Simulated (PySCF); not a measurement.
AlI$_{3}$, charge -1, doublet, geometry from GFN2-xTB (such geometries of metal compounds can be far from the true shape) (a state made from the parent by changing its charge; the spin is typed, not shown lowest) (core potentials on I). Base run: DF-PBE0/def2-SV(P) run with PySCF.

The PySCF input:
```python
from pyscf import gto, scf, dft

mol = gto.Mole()
mol.atom = '''
    Al   -0.000055   -0.018048    0.009502
    I    -2.214325   -1.527828   -0.069272
    I     0.007225    2.350478   -1.237457
    I     2.207113   -0.818222    1.304398
'''
mol.basis = 'def2-sv(p)'
mol.ecp = {'I': 'def2-sv(p)'}
mol.charge = -1
mol.spin = 1
mol.verbose = 4
mol.build()

mf = dft.UKS(mol)
mf.xc = 'pbe0'
mf = mf.density_fit(auxbasis='def2-universal-jkfit')
mf.kernel()
mf.analyze()
```

Variants of this job, named by their change:

| change | basis functions | E (Eh) | HOMO (eV) |
|---|---|---|---|
| base | 96 | -1135.60877 | -0.29 |
| basis = ANO-RCC-VDZP; relativity = spin-free X2C; nucleus = Gaussian (with mol.nucmod = 'G'; without mol.ecp = {'I': 'def2-sv(p)'}; without mf = mf.density_fit(auxbasis='def2-universal-jkfit')) | 147 | -21588.11520 | -0.42 |
| basis = jorge-DZP-DKH; relativity = spin-free X2C; nucleus = Gaussian (with mol.nucmod = 'G'; without mol.ecp = {'I': 'def2-sv(p)'}; without mf = mf.density_fit(auxbasis='def2-universal-jkfit')) | 168 | -21571.57450 | -0.31 |
| basis = jorge-DZP-DKH; relativity = spin-free X2C (without mol.ecp = {'I': 'def2-sv(p)'}; without mf = mf.density_fit(auxbasis='def2-universal-jkfit')) | 168 | -21572.18135 | -0.31 |
| basis = ANO-RCC-VDZP; relativity = none (without mol.ecp = {'I': 'def2-sv(p)'}; without mf = mf.density_fit(auxbasis='def2-universal-jkfit')) | 147 | -20274.00094 | -0.96 |
| basis = jorge-DZP-DKH; relativity = none (without mol.ecp = {'I': 'def2-sv(p)'}; without mf = mf.density_fit(auxbasis='def2-universal-jkfit')) | 168 | -20774.03951 | -0.33 |
| basis = ANO-RCC-VDZP; relativity = spin-free X2C (without mol.ecp = {'I': 'def2-sv(p)'}; without mf = mf.density_fit(auxbasis='def2-universal-jkfit')) | 147 | -21588.83064 | -0.42 |

Absolute energies of different levels of theory aren't comparable as measures of quality.

Open shells are given as the SCF converged; they aren't shown to be the lowest states, and a large step between rows can be another state.

Basis sets contracted for a relativistic Hamiltonian are a mismatch without it, so the rows without relativity aren't non-relativistic limits. No row has spin-orbit coupling; sets with core potentials leave out the core electrons.
